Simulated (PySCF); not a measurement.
Cl4Ti, SMILES [Cl][Ti]([Cl])([Cl])[Cl] (connectivity only; charge and spin as stated), charge -1, multiplicity 2.

Geometry optimised at PBE-D3(BJ)/def2-SVPD. The multiplicity is an assumed one; no other spin state was optimised. The isomer is the one that the SMILES or the coordinates give; other isomers of the formula were not compared.

All values below come from PBE-D3(BJ)/def2-SVPD run with PySCF.

Frequencies are harmonic and unscaled.

Modes within 1.5 cm⁻¹ of each other (mostly degenerate sets) share a row, with their intensities summed.

Task: Give all harmonic wavenumbers and intensities. (Estimate from the structure and the level; the computed values follow.)

Result: 
```tsv
mode	ν (cm⁻¹)	IR (km/mol)	moving atoms (share of kinetic energy)
1	30	0.0	Cl 100 %
2	92	0.0	Cl 100 %
3–4	99	8.2	Cl 78 %, Ti 22 %
5	114	0.2	Cl 83 %, Ti 17 %
6	299	0.0	Cl 100 %
7–8	369	293.5	Ti 52 %, Cl 48 %
9	400	118.9	Ti 58 %, Cl 42 %
```
